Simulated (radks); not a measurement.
Values are calculated unless marked as measured or tabulated.
Task: These are the eigenvalues of the occupied orbitals of an atom or ion with whole-number occupations (eV). Code: a radial shooting solver on a logarithmic mesh with Libxc functionals. Model: scalar-relativistic Kohn-Sham, LDA (Slater exchange, VWN5 correlation), spin-polarised, spherical densities, finite nucleus; Fermi nuclear charge, rms radius of each element as measured or else 0.836 A^(1/3) + 0.57 fm.

1s up: -27863.57
1s down: -27863.53
2s up: -4297.024
2s down: -4295.469
2p up: -3874.091
2p down: -3872.852
3s up: -929.6847
3s down: -928.6026
3p up: -791.2502
3p down: -790.0808
3d up: -576.1286
3d down: -574.5962
4s up: -255.0714
4s down: -249.6761
4p up: -211.7662
4p down: -206.3406
4d up: -146.8247

Which element is it, and in what charge state? The configuration may be excited. Open shells, if any, are filled with parallel spins first.

Result: Z = 49, indium, charge +8: In8+ in [Kr] 4d5. The list shows which subshells hold electrons but not how many an open one holds; the 1s level, -1024 hartree, gives Z - s = 45.3 by -(Z - s)^2/2, which with screening and relativity narrows Z to a few neighbours, and the depths of the outer levels then fix element, charge and occupations together.
